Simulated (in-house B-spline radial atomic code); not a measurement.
RPA and G0W0 on BHandHLYP: Cr6+

Configuration [Ne] 3s2 3p6, mean-field start BHandHLYP. Computed with a B-spline radial code for spherical atoms: all electrons, scalar-relativistic (spin-free one-electron X2C), finite nucleus, each spin shell either full or empty, empty states to l = 9 with an (l + 1/2)⁻⁴ tail; G0W0 by contour deformation at full frequency.

Command:
```bash
python run_gw.py task.json out
```
Settings (radii: box in bohr, nucleus in fm):
```
Z                        24
electrons                18
configuration            [Ne] 3s2 3p6
hamiltonian              x2c
method                   bhandhlyp
lmax                     9
rms_radius               3.6452
spin_polarised           False
box_radius               9.29
intervals                67
```

Time taken, with all properties: 1.4 s on 1 thread of Arm Neoverse V2, on a shared host.

Energies (hartree):

| term | value |
| --- | --- |
| mean-field total | -1041.07532 |
| Hartree-Fock functional on these orbitals | -1040.22486 |
| direct second order | -1.3172 |
| second-order exchange | 0.44207 |
| SOSEX correction | 0.40965 |

(1) What is the RPA correlation energy, and what remains with SOSEX?

Quasi-particle levels (eV):

```
level  occupied  mean field  Σx - vxc     Σc  QP weight     G0W0
   3p       yes     -155.11     -5.34      ?          ?        ?
   2p       yes     -701.46    -22.13   9.70      0.918  -713.89
   3d        no      -95.86      7.64  -2.92      0.976   -91.14
```

G0W0 = mean field + (Σx - vxc) + Σc, with Σc (partial-wave tail included) taken at the quasi-particle energy. Only the outer levels were computed. Levels of low weight are left out.

(2) Where does G0W0 put 3p?

Results:

(1) RPA gives -1.1773 hartree (-1.78 eV per electron); RPA + SOSEX gives -0.76767, and the second-order doubles -0.87512 hartree (no singles). RPA lacks exchange-type terms and so overcorrelates at short range.

(2) At -160.93 eV, with Σc = -0.49 eV and a quasi-particle weight of 0.966. The tabulated removal energy is 160.29 ± 0.06 eV (NIST, semi-empirical); the calculation leaves out spin-orbit coupling, Breit and QED terms, and what these don't explain is the method's own error.
